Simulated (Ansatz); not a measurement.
C4H5, charge -1, singlet, at a GFN2-xTB geometry (a gas-phase anion, which may not be bound at this level). Base run: HF/6-31G* in Ansatz (a first-principles code).

Ansatz was given this input:
Ansatz 0.2 input:
```yaml
crystal:
  periodic: [false, false, false]
  atoms:
    - {symbol: C, position_ang: [-0.01348128, 1.18155902, 0.44895058]}
    - {symbol: C, position_ang: [0.00640291, -1.09047136, 0.32460397]}
    - {symbol: C, position_ang: [0.75400431, 0.06221722, -0.26521490]}
    - {symbol: C, position_ang: [-0.75049844, 0.04972316, -0.27751056]}
    - {symbol: H, position_ang: [-0.01520664, 2.09591209, -0.26903994]}
    - {symbol: H, position_ang: [-0.00145211, -1.21255464, 1.40980063]}
    - {symbol: H, position_ang: [0.01870869, -2.05397794, -0.20208349]}
    - {symbol: H, position_ang: [1.39180994, -0.01229614, -1.15053042]}
    - {symbol: H, position_ang: [-1.37242485, -0.03525157, -1.17312134]}
basis:
  gaussian:
    orbitals: 6-31G*
hamiltonian:
  xc: hf
total_charge: -1
```

The base run was repeated with changes; each row names its change, and settings that it needs were set with it.

| change | ΔE vs base (kcal/mol) |
|---|---|
| base | 0.000 |
| lower_state_search = off | 0.000 |
| lower_state_search = full | 0.000 |
| accuracy = high | -0.002 |
| lower_state_search = light | 0.000 |
| fitting.mean_field = cc-pVTZ-JKFIT | 0.017 |
| point_charge = charge:1.0 position_ang:0.1652, -4.2309, 3.0644 | -62.25 |
| fitting.mean_field = def2-universal-JKFIT | 0.045 |
| forces = on | 0.000 |
| nuclear_model = gaussian | 0.008 |
| point_charge = charge:-1.0 position_ang:-1.5937, -0.5961, 4.8112 | 67.7 |

A gas-phase anion may not be bound at this level; its values then depend on the basis.
